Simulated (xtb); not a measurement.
Se(I)(GeH3) (GeH₃ISe), SMILES [GeH3][Se]I. All values are semi-empirical tight-binding results from xtb (GFN2-xTB unless named), good for trends rather than for accurate numbers. Geometry optimised at GFN2-xTB. This is a generated structure with no PubChem entry under its InChIKey; it may be hypothetical.

Optimised geometry:

Bonds (Å): Se1–I2 2.491, Se1–Ge3 2.333, Ge3–H4 1.500, Ge3–H5 1.502, Ge3–H6 1.502. Angles (°): I2–Se1–Ge3 95.2, Se1–Ge3–H4 107.4, Se1–Ge3–H5 110.1, Se1–Ge3–H6 110.1, H4–Ge3–H5 110.3, H4–Ge3–H6 110.3, H5–Ge3–H6 108.6.

For metal compounds this method's bond lengths and energies can be far off.

Computed properties:
```
Quantity                                       Value
-------------------------------------  -------------
point group as xtb finds it                       Cs
orbital gap                                  2.62 eV
zero-point energy                      14.3 kcal/mol
G − E(el) at 298.15 K (modified RRHO)  -6.7 kcal/mol
```

Computed atomic charges and the Wiberg bond orders between heavy atoms:
charges (e) Se1 -0.13, I2 -0.01, Ge3 0.16, H4 -0.02, H5 0.00, H6 0.00. Bond orders Se1–I2 1.23, Se1–Ge3 1.01.
